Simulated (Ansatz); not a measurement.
`[AlH2][CH2]C[TeH]` + `[SiH3][SeH]` → `[AlH2][Se][SiH3]` + `CC[TeH]` at 400 K and 1 bar (ligand exchange at the Al–C bond).

Program: Ansatz. Geometries: PBE0-D4/def2-TZVP. ΔE: electronic, gas phase. CCSD(T)/CBS adds triple-zeta CCSD(T) − MP2 to the extrapolated MP2 energy (def2 sets, frozen cores). def2 core potentials past Kr. For Se, Te outer-core shells are correlated without core-valence functions, which leaves a few kJ/mol of doubt a bond. Scalar relativity is left out up to krypton. Each species was taken in one conformer, which may not be the lowest.

| species | CCSD(T)/CBS energy (Eh) | H − E (kJ/mol) | S (J/(mol·K)) |
| --- | --- | --- | --- |
| `[AlH2][CH2]C[TeH]` | -590.02964 | 229.8 | 410.4 |
| `[SiH3][SeH]` | -2692.20088 | 107.1 | 307.6 |
| `[AlH2][Se][SiH3]` | -2934.85173 | 135.4 | 375.6 |
| `CC[TeH]` | -347.43450 | 213.3 | 336.4 |

H − E and S are ideal-gas, rigid-rotor, harmonic terms from PBE0-D4/def2-TZVP, for one conformer and one mirror image of each species. 1 Eh = 2625.50 kJ/mol, R = 8.31446 J/(mol·K).

**Question.** By hand: ΔE, ΔH, ΔS and ΔG.

**Answer.** ΔE = (-2934.85173) + (-347.43450) − (-590.02964) − (-2692.20088) = -0.05571 Eh = -146.3 kJ/mol. Δ(H − E) = 135.4 + 213.3 − 229.8 − 107.1 = 11.8, so ΔH = -134.5 kJ/mol. ΔS = 375.6 + 336.4 − 410.4 − 307.6 = -6.0 J/(mol·K). ΔG = -134.5 − 400 × (-6.0)/1000 = -132.1 kJ/mol.

**Question.** By hand: the equilibrium constant, and the temperature at which ΔG would vanish if ΔH and ΔS stayed fixed.

**Answer.** log₁₀ K = −ΔG/(RT ln 10) = 17.3. ΔG = 0 at ΔH/ΔS = 22417 K, far beyond where these terms or the molecules hold.

The number of gas molecules stays the same, so ΔS is small and ΔH decides. A doubt of 5 kJ/mol in ΔE shifts log₁₀ K by 0.7 here. Other conformers and mirror images would add mixing entropy, several J/(mol·K) or more a flexible species. These are equilibria of isolated gas molecules and say nothing of rates. Largest T1 diagnostic: 0.010 (customary marks: 0.02 for closed shells, 0.045 for open ones).
